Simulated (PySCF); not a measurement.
# Electron correlation in Br⁺ (bromine, charge +1)

[Ar] 3d10 4s2 4p4, high-spin 3P determinant. Calculation: PySCF 2.14, in cc-pVTZ-PP with ECP10MDF (5s4p3d1f, 39 functions); scalar relativity through the core potential. Frozen: 3s2 3p6 3d10; 6 electrons correlated.

MP2 pair energies summed by pair of shells (mhartree):

```tsv
pair	energy	share (%)
4s-4p	-48.46	46.4
4p-4p	-47.63	45.6
4s-4s	-8.36	8.0
```

Total MP2 correlation energy: -104.46 mhartree.

Same-spin part -23.66 and opposite-spin part -80.80 mhartree; SCS-MP2 scales them by 1/3 and 6/5 to -104.85 mhartree.

```csv
level,correlation energy (mhartree)
CCSD,-123.72
(T),-3.22
CCSD(T),-126.94
```

Diagnostics: T1 = 0.0071, D1 = 0.0224, largest double amplitude 0.050.

**Question.** Is a single reference adequate?

**Answer.** Yes, within this model without spin-orbit coupling: T1 lies below 0.03 and no double amplitude reaches 0.07.
